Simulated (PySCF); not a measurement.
[Yb(NH3)6]3+ at several levels of theory

Computed with PySCF 2.14.0 (density fitting, no spin-orbit coupling) at the geometry relaxed with B3LYP:

```xyz
25
[Yb(NH3)6]3+ (singlet in the valence; each metal's 4f electrons, 13 of them, lie in its core potential, out of spins and levels)
Yb    0.0000    0.0000    0.0000
N     0.0222    0.0262    2.4894
H     0.8344    0.4973    2.9165
H    -0.7788    0.4992    2.9349
H     0.0264   -0.8985    2.9462
N    -0.0222   -0.0262   -2.4894
H     0.7788   -0.4992   -2.9349
H    -0.8344   -0.4973   -2.9165
H    -0.0264    0.8985   -2.9462
N     2.4893   -0.0014    0.0030
H     2.9282   -0.4726    0.8089
H     2.9375   -0.4604   -0.8045
H     2.9312    0.9306    0.0114
N    -0.0002    2.4889    0.0239
H     0.3856    2.9192    0.8784
H     0.5393    2.9448   -0.7279
H    -0.9286    2.9311   -0.0575
N    -2.4893    0.0014   -0.0030
H    -2.9375    0.4604    0.8045
H    -2.9282    0.4726   -0.8089
H    -2.9312   -0.9306   -0.0114
N     0.0002   -2.4889   -0.0239
H    -0.5393   -2.9448    0.7279
H    -0.3856   -2.9192   -0.8784
H     0.9286   -2.9311    0.0575
```

| level | basis | state | HOMO (eV) | gap (eV) | charge on Yb1 (e) | population of f-type functions on Yb1 (polarisation alone where 4f lies in the core) | dipole about the centre of mass (D) | largest force component (eV/Å) |
| --- | --- | --- | --- | --- | --- | --- | --- | --- |
| B3LYP | Yb lcecp-1-SVP with ECP59, N def2-SVP, H def2-SVP | singlet | -21.25 | 8.70 | 1.09 | 0.03 | 0.00 | 0.01 |
| revPBE | the same | singlet | -19.91 | 6.73 | 1.03 | 0.03 | 0.00 | 0.29 |
| TPSSh | the same | singlet | -20.72 | 8.04 | 1.17 | 0.03 | 0.00 | 0.08 |
| TPSS | the same | singlet | -20.09 | 7.02 | 1.09 | 0.03 | 0.00 | 0.23 |
| B3LYP | Yb lcecp-1-TZVP with ECP59, N def2-TZVP, H def2-TZVP | singlet | -21.26 | 8.70 | 1.79 | 0.04 | 0.00 | 0.47 |

In the lcecp rows the 4f levels are missing from HOMO and gap, and the state counts the valence alone.

Charges are Mulliken's, which hang on the basis. The relaxation used the grid (50, 194), these runs (75, 302) or, all-electron (x2c bases, spin-free X2C Hamiltonian), (99, 590).

Problem. What does wB97X with Yb lcecp-1-SVP with ECP59, N def2-SVP, H def2-SVP give here?

Solution. state singlet, HOMO (eV) -24.07, gap (eV) 13.98, charge on Yb1 (e) 1.12, population of f-type functions on Yb1 (polarisation alone where 4f lies in the core) 0.03, dipole about the centre of mass (D) 0.00, largest force component (eV/Å) 0.09. Time: 29 s on 4 threads of Arm Neoverse V2, with other jobs on the host, from an already converged density.

In the first row's basis the gap widens with exact exchange: 6.7 to 7.0 eV for revPBE, TPSS (none); 8.0 to 8.7 eV for TPSSh, B3LYP (a fixed share); 14.0 eV for wB97X (rising or full at long range).

No frequency check is given that shows the relaxed geometry to be a minimum. An lcecp potential fixes the number of 4f electrons, so in runs with it no electron can move into or out of that shell.
